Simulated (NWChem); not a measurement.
C3H3F; SMILES C=C=CF

```xyz
7

C      0.2202     1.8916     0.0000
C     -0.1179     0.6192     0.0000
C     -0.5026    -0.6425     0.0000
F      0.3579    -1.6840     0.0000
H      0.3708     2.4519    -0.9409
H      0.3708     2.4519     0.9409
H     -1.5606    -0.9581     0.0000
```
Atoms are numbered in this order, from 1.

Program: NWChem. Medium grid unless said otherwise, to which SCAN and Minnesota functionals are sensitive. The geometry was optimised at PBE-D3(BJ)/def2-SVP. Total energies of different functionals are on different scales.

| level | energy (Ha) | highest occupied level (eV) | orbital gap (eV) | dipole (D) |
|---|---|---|---|---|
| B3LYP/def2-SVP | -215.7219 | -7.10 | 6.37 | 1.64 |
| PBE/def2-SVP | -215.4749 | -6.03 | 4.48 | 1.47 |
| PBE0/def2-SVP | -215.4807 | … | … | 1.69 |
| M05-2X/def2-SVP | -215.6813 | -8.74 | 9.29 | 1.84 |
| r2SCAN/def2-SVP | -215.6012 | -6.34 | 4.93 | 1.62 |
| PW6B95/def2-SVP | -215.9711 | -7.47 | 7.02 | 1.71 |
| BP86/def2-SVP | -215.7193 | -6.13 | 4.50 | 1.49 |

Problem. Some entries are withheld; supply them.

Solution. 
- PBE0/def2-SVP, highest occupied level (eV): -7.37
- PBE0/def2-SVP, orbital gap (eV): 6.82
